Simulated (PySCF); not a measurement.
Job for PySCF: R-MP2/6-31G* on CH2F2 (SMILES FCF) with ghost functions, monomers drawn apart or pushed together.

```python
from pyscf import gto, scf, dft, mp
from pyscf.data.elements import chemcore

mol = gto.M(
    atom='''
    F     0.02966648   -1.13104217    3.53148663
    C     0.28470487    0.18254402    3.81386228
    F     0.32654246    0.32360984    5.16887557
    H    -0.52960498    0.78766747    3.41767528
    H     1.25652809    0.44509763    3.39815658
    ghost-C    0.08672985   -0.71236164   -0.22889416
    ghost-F    0.32033012    0.51066980    0.40338687
    ghost-H   -0.02825051   -1.47859878    0.53634464
    ghost-H   -0.82289845   -0.62502595   -0.82320302
    ghost-H    0.93838050   -0.93642624   -0.87133675
    ''',
    basis='6-31g*',
    cart=True,
    charge=0, spin=0, verbose=3, max_memory=1800)
mf = scf.RHF(mol)
mf.conv_tol = 1e-8
mf.max_cycle = 100
mf.kernel()
if not mf.converged:
    mf = mf.newton().run(mf.mo_coeff, mf.mo_occ)
pt = mp.MP2(mf, frozen=chemcore(mol)).run()
```

Output:

```
converged SCF energy = -237.895369204666
E(RMP2) = -238.3648147114  E_corr = -0.469445506734071
E(SCS-RMP2) = -238.349685225087  E_corr = -0.454316020420877
```

The run converged.

Cost: roughly 1.3 core-seconds.
